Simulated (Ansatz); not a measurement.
Program: Ansatz. Geometries: PBE0-D4/def2-TZVP. ΔE: electronic, gas phase. CCSD(T)/CBS adds triple-zeta CCSD(T) − MP2 to the extrapolated MP2 energy (def2 sets, frozen cores). This one scheme is used for every species. DFT in def2-TZVPP. B3LYP here is the variant with VWN-RPA as its local correlation; programs differ in this. One conformer a species, not always the lowest.

`BSBS` + H₂ → `BSB` + H₂S  (hydrogenolysis of a B–S bond)

| level | ΔE (kcal/mol) | difference from CCSD(T)/CBS |
| --- | --- | --- |
| revPBE-D4 | 19.5 | 3.9 |
| BLYP-D4 | 17.2 | 1.6 |
| PBE0-D4 | 17.0 | 1.4 |
| B3LYP-D4 | 15.8 | 0.2 |
| PBE-QIDH | 16.1 | 0.5 |
| B3LYP | 13.6 | -2.0 |
| r2SCANh | 17.1 | 1.5 |
| r2SCAN0 | 16.3 | 0.7 |
| CAM-B3LYP | 13.1 | -2.5 |
| LC-ωPBE | 14.5 | -1.1 |
| CCSD/def2-SVP | 14.6 | -1.0 |
| MP2/def2-TZVPP | 17.3 | 1.7 |
| SCS-MP2/def2-TZVPP | 15.0 | -0.6 |
| CCSD(T)/def2-TZVPP | 15.1 | -0.5 |
| SCS-MP2/def2-QZVPP | 15.2 | -0.4 |
| HF/CBS(def2) | 7.6 | -8.0 |
| CCSD(T)/CBS | 15.6 | 0 |

**Question.** What do rigid-rotor, harmonic-oscillator terms from PBE0-D4/def2-TZVP frequencies (298.15 K, 1 bar) make of the CCSD(T)/CBS value? (Estimate.)

**Answer.** Computed: ΔZPE = +1.7 kcal/mol, ΔH = +16.8 kcal/mol, ΔS = 30 J/(mol·K), ΔG = +14.7 kcal/mol.

Largest T1 diagnostic among the species: 0.015.

The D4 term adds +2.1 kcal/mol with B3LYP and +1.1 kcal/mol with PBE0; it sums over pairs of atoms, weighted by their polarisabilities, and B3LYP, whose exchange is more repulsive, gets the larger term. In def2-TZVPP, CCSD(T) changes the Hartree–Fock value by +7.3 kcal/mol (the triples alone add +1.8 kcal/mol) and MP2 by +9.5 kcal/mol.
